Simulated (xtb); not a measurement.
SnI3, SMILES [I][Sn-]([I])[I], charge -1. All values are semi-empirical tight-binding results from xtb (GFN2-xTB unless named), good for trends rather than for accurate numbers. The structure is a stationary point at GFN2-xTB. The isomer is the one that the SMILES or the coordinates give; other isomers of the formula were not compared.

For metal compounds this method's bond lengths and energies can be far off.

| Item | Value |
|---|---|
| point group as xtb finds it | C3v |
| orbital gap | 5.87 eV |
| zero-point energy | 1.0 kcal/mol |
| G − E(el) at 298.15 K (modified RRHO) | -22.5 kcal/mol |
